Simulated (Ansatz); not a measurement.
Correlation energies of ClH₅O₂Si₂ (`O[SiH2]O[SiH2]Cl`) by basis set

```xyz
10

O    -1.667    0.942   -0.802
Si   -1.120   -0.596   -0.710
O     0.054   -0.759    0.428
Si    1.317    0.009    1.086
Cl    1.882    1.575   -0.134
H    -1.074    1.611   -1.151
H    -2.268   -1.421   -0.291
H    -0.545   -1.038   -2.004
H     2.467   -0.912    1.183
H     0.954    0.590    2.395
```

The species carries charge 0 and has multiplicity 1. The geometry is a stationary point of PBE0-D4/def2-TZVP. It is one conformer, not always the lowest. Frozen core, restricted reference, the Gaussian-basis code of Ansatz. CBS rows extrapolate triple and quadruple zeta; past MP2 they add the triple-zeta difference.

| basis | HF (Eh) | MP2 corr. | CCSD corr. | (T) | CCSD(T) total |
| --- | --- | --- | --- | --- | --- |
| def2-TZVPP | ? | -0.90369 | -0.95000 | ? | ? |
| def2-QZVPP | ? | -0.98206 | – | – | – |
| CBS(def2) | ? | -1.04011 | -1.08642 | as TZ | ? |

Problem. Fill in the withheld values. (Estimate.)

Solution. Ansatz gave: def2-TZVPP HF (Eh): -1190.32423; def2-TZVPP (T): -0.03424; def2-TZVPP CCSD(T) total: -1191.30847; def2-QZVPP HF (Eh): -1190.36387; CBS(def2) HF (Eh): -1190.36933; CBS(def2) CCSD(T) total: -1191.48999.
